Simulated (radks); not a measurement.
Dipole-allowed excitations along the series with 3 electrons in [He] 2s1. Calculated with a radial shooting solver on a logarithmic mesh with Libxc functionals: scalar-relativistic Kohn-Sham, exchange-only LDA, spin-polarised, spherical densities, finite nucleus; open shells are filled with parallel spins first; Fermi nuclear charge, rms radius of each element as measured or else 0.836 A^(1/3) + 0.57 fm. Time-dependent linear response with the Hartree and adiabatic exchange-only LDA kernel, continuum included through the Sternheimer equations, no spin-orbit coupling, so fine structure and intercombination lines are absent. Lines are the poles of the dipole polarisability below minus the highest occupied eigenvalue, found on a grid refined at the orbital gaps; the lowest seven at most are given, and weak or close lines can be missed. The first line takes the name of the lowest orbital gap if no other gap lies below it; otherwise a line is named after a gap within 0.6 % of it, if that gap stands alone.

species  -e(HOMO) (eV)  lowest orbital gap (eV)  first line (eV)      f  strongest line (eV)  its f  static alpha (bohr^3)
B2+             31.622              2s-2p 5.922    6.471 (2s-2p)  0.361            the first  0.361                  6.783
C3+             56.440              2s-2p 7.930    8.624 (2s-2p)  0.282            the first  0.282                  2.980
N4+             88.105              2s-2p 9.926   10.762 (2s-2p)  0.231  57.334 (unassigned)  0.233                  1.565
O5+             126.61             2s-2p 11.925   12.900 (2s-2p)  0.196  80.421 (unassigned)  0.261                 0.9212
F6+             171.96             2s-2p 13.935   15.049 (2s-2p)  0.171  107.32 (unassigned)  0.281                 0.5865
Ne7+            224.16             2s-2p 15.966   17.218 (2s-2p)  0.151  138.03 (unassigned)  0.297                 0.3956
